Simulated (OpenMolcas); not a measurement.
**Ho2+: CASPT2 settings compared**

```
Program             : OpenMolcas 26.06
Basis               : ANO-RCC-VTZP [8s7p5d3f2g1h]
Scalar Hamiltonian  : DKH3, point nucleus
Active space        : 11 electrons in 7 orbitals (4f)
State averaging     : 2S+1 = 4 odd, 35 roots (30 in the spin-orbit step); 2S+1 = 2 odd, 43 roots kept (CI in the orbitals of an earlier block)
Spin-orbit coupling : state interaction with AMFI integrals over the reference wave functions, term energies averaged over their components
```

Methods on the same reference wave functions:
A. CASSCF
B. SS-CASPT2, IPEA 0.1 Eh, no level shift (closed shells correlated: none)
C. SS-CASPT2, IPEA 0 Eh, sigma2 regulariser 0.4 Eh (closed shells correlated: 5s 5p)
D. XMS-CASPT2, IPEA 0.75 Eh, imaginary shift 0.15 Eh (closed shells correlated: 5s 5p)

Energies in cm⁻¹ above 4f¹¹ ⁴I°_15/2, the measured ground level; measured values from Martin, Zalubas and Hagan, Atomic Energy Levels: The Rare-Earth Elements, NSRDS-NBS 60 (1978); whole-number values converted from NIST levels in rydberg listed in Nahar, Atoms 12, 24 (2024).

```json
{"Level": "4f¹¹ ⁴I°_15/2", "A": "0.0", "B": "0.0", "C": "0.0", "D": "0.0", "Measured": "0.0"}
{"Level": "4f¹¹ ⁴I°_13/2", "A": "5559", "B": "5580", "C": "5590", "D": "5560", "Measured": "5439"}
{"Level": "4f¹¹ ⁴I°_11/2", "A": "9149", "B": "9030", "C": "8970", "D": "9180", "Measured": "8644"}
{"Level": "4f¹¹ ⁴I°_9/2 [66 %]", "A": "11579", "B": "11240", "C": "11020", "D": "11610", "Measured": "10770"}
{"Level": "4f¹¹ ⁴F°_9/2 [65 %]", "A": "17385", "B": "15190", "C": "14130", "D": "15150", "Measured": "13330"}
{"Level": "4f¹¹ ²H°_11/2 [61 %]", "A": "20511", "B": "18990", "C": "18270", "D": "20020", "Measured": "16891"}
{"Level": "4f¹¹ ⁴S°_3/2 [60 %]", "A": "21443", "B": "18910", "C": "17220", "D": "20410", "Measured": ""}
{"Level": "4f¹¹ ⁴F°_7/2", "A": "22722", "B": "20230", "C": "18960", "D": "19890", "Measured": "17867"}
{"Level": "4f¹¹ ⁴F°_5/2", "A": "24747", "B": "22190", "C": "20840", "D": "21830", "Measured": "19375"}
{"Level": "4f¹¹ ⁴F°_3/2 [63 %]", "A": "24787", "B": "22200", "C": "20790", "D": "22350", "Measured": ""}
{"Level": "4f¹¹ ²K°_15/2", "A": "29816", "B": "28520", "C": "27810", "D": "29810", "Measured": ""}
{"Level": "4f¹¹ ⁴G°_11/2 [68 %]", "A": "30052", "B": "26910", "C": "25410", "D": "26370", "Measured": ""}
{"Level": "4f¹¹ ²G°_7/2 [51 %]", "A": "30390", "B": "28100", "C": "27010", "D": "28760", "Measured": ""}
{"Level": "4f¹¹ ⁴G°_9/2 [60 %]", "A": "30598", "B": "27770", "C": "26310", "D": "27080", "Measured": "23882"}
```

Deviations, from unrounded energies. A percentage is the sum of absolute deviations over the sum of measured energies, with the sign that they share, or ± where signs differ.

```csv
Against measurement,Levels,A,B,C,D
mean absolute deviation (cm-1),8,3300,1800,990,1800
fine structure of the ground term (%),3,+5.8,+4.0,+2.9,+6.0
other terms of the ground configuration (%),5,+27.0,+14.3,+7.9,+13.8
```

C lies closest to measurement on these levels and A furthest from it. The largest miss of C in the table is 4f¹¹ ⁴G°_9/2 [60 %], by +2400 cm-1. The ranking rests on the paired levels alone, and a cruder setting can come out closer through cancelling errors.

Among B to D the level of the table that moves most is 4f¹¹ ⁴S°_3/2 [60 %], by 3200 cm-1 (lowest in C, highest in D). Moves below CASPT2's spread within the term are not significant.

The mean deviations of B to D differ by less than CASPT2's widest spread within a term (2000 cm-1), so their order carries little weight.

From A to B the spin-free energies of the other terms of 4f¹¹ shown, above ⁴I°, scale by factors of 0.85 to 0.95, as is usual when dynamic correlation screens the repulsion within a d or f shell.

The lowest spin-free term lies below A's lowest term by 0.485 hartree in B, 1.008 hartree in C, 0.986 hartree in D.

Term energies are means over components that CASPT2 splits; among the terms shown or strongly mixed into the levels shown the widest spread is 2000 cm-1 (4f¹¹ ⁴I°, D). High states are left out of the spin-orbit mixing, which shifts the levels that they would mix with. Terms from blocks run as CI alone lack orbitals of their own. Without dynamic correlation excited terms often stand tens of per cent too high (terms of higher spin than the ground term too low), and those without a measured partner can miss by more than the paired ones (holds for A). Some levels mix across a computed gap that differs much from the measured one, so their mixing is not that of the real levels (holds for A; B; D). Some terms miss by over 15 % even with CASPT2, which points to a basis or an active space too small for the shells correlated (holds for B; D). The CASPT2 spread within a term exceeds the gap to the next term for 4f¹¹ ²G° and 4f¹¹ ⁴G°, 4f¹¹ ²D° and 4f¹¹ ²P°, so the order of their levels is uncertain, and so are names and mixing where such terms share a J (holds for D). Computed and measured levels are paired by configuration, term and J; levels that our copy of the source lacks, or whose pairing is in doubt (as where it misses far off the trend of its configuration), stay unpaired and out of the deviations. Only configurations of the active space appear. Levels that lie high or do not pair safely by name in every column are left out.

A share in square brackets marks a mixed level and gives the weight of the term that names it, the lowest over the columns. ° marks odd parity.
